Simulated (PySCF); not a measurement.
B(H)(Cl)(Et) (C2H6BCl), SMILES CCBCl.

The structure is a stationary point at B3LYP-D3(BJ)/def2-SVP. One conformer was computed; it need not be the lowest.

Computed with CAM-B3LYP/def2-TZVP (PySCF).

Isolated molecule, no solvent.

Computed frontier levels, gap, dipole moment and polarisability:
```yaml
highest_occupied_level: -9.71 eV
lowest_empty_level: -0.13 eV
orbital_gap: 9.58 eV
dipole_moment: 0.289 e·Å
quadrupole, principal values (traceless, Buckingham form, about the centre of nuclear charge): -1.90, -0.35, 2.25 D·Å
mean_static_polarisability: 50.8 bohr³ (7.53 Å³)
polarisability_principal_values: 41.7, 46.6, 64.1 bohr³
```
